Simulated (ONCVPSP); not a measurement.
**Which change was made? (O, ONCV)**

| Property | Result |
| --- | --- |
| Element | O (Z = 8) |
| Generator | ONCVPSP 4.0.1 |
| Type | optimised norm-conserving Vanderbilt (ONCV) |
| Functional | LDA (Perdew-Wang 92) |
| Relativity | scalar-relativistic |
| Frozen core | [He] |
| Valence charge | 6 |
| Reference configuration | 2s2 2p4 |
| Partial waves | 2s: rc 1.00 bohr, ncon 3, nbas 6, qcut 7 1/bohr, 2 projectors, debl 1 Ha; 2p: rc 2.15 bohr, ncon 4, nbas 7, qcut 5.9 1/bohr, 2 projectors, debl 1.2 Ha; d scattering state at 0.02 Ha: rc 2.00 bohr, ncon 5, nbas 8, qcut 4.7 1/bohr, 2 projectors, debl 3.5 Ha |
| Local potential | polynomial inside 0.95 bohr (lpopt 5, dvloc0 4 Ha) |
| Core correction | Teter function, fcfact 2.75, rcfact 1.15 |

Cutoffs, loose and tight: the cutoffs (Ha) at which the residual kinetic energy of the hardest occupied pseudo-wave falls to 1 and 0.1 mHa per electron. They do not see the model core or the augmentation charge, which bear on the density cutoff. Test errors are all-electron minus pseudo excitation energies from the reference, over the configurations 2s2 2p3; 2s2 2p2; 2s2 2p1; 2s2 2p3.5; variants that change the core or the reference have their own tests.

The base gives: outcome: generated; cutoff, loose: 27 Ha; cutoff, tight: 91 Ha; bound ghosts: none; GHOST(+) flags above zero: none; largest test error (meV): +4054.

Question: After one change the result is: outcome: generated; cutoff, loose: 27 Ha; cutoff, tight: 91 Ha; bound ghosts: none; GHOST(+) flags above zero: none; largest test error (meV): +2384. Which change was it?
A. p: qcut 9
B. s: qcut 5.6; p: qcut 4.7; d: qcut 3.7
C. s: ncon 5, nbas 8

Answer: A. The others give: s: ncon 5, nbas 8 → outcome: generated; cutoff, loose: 109 Ha; cutoff, tight: 153 Ha; bound ghosts: none; GHOST(+) flags above zero: none; largest test error (meV): +4054 | s: qcut 5.6; p: qcut 4.7; d: qcut 3.7 → outcome: generated; bound ghosts: none; GHOST(+) flags above zero: none; largest test error (meV): +5388.
